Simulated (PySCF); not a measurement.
## Radial density of Be (beryllium, neutral)

B2PLYP, [He] 2s2, closed-shell 1S. Computed with PySCF 2.14 in dyall-av3z, with the spin-free X2C one-electron Hamiltonian (Gaussian nucleus).

| r (bohr) | 4πr²ρ (e/bohr) |
| --- | --- |
| 0.00531 | 0.01232 |
| 0.00893 | 0.03367 |
| 0.0150 | 0.09032 |
| 0.0253 | 0.2347 |
| 0.0425 | 0.5774 |
| 0.0714 | 1.296 |
| 0.120 | 2.496 |
| 0.202 | 3.739 |
| 0.340 | 3.722 |
| 0.572 | 1.924 |
| 0.962 | 0.5506 |
| 1.62 | 0.7210 |
| 2.72 | 0.6501 |
| 4.58 | 0.1421 |
| 7.70 | 0.004146 |

Densities and radii are taken from the X2C orbitals without a picture-change correction, which distorts them close to the nucleus.
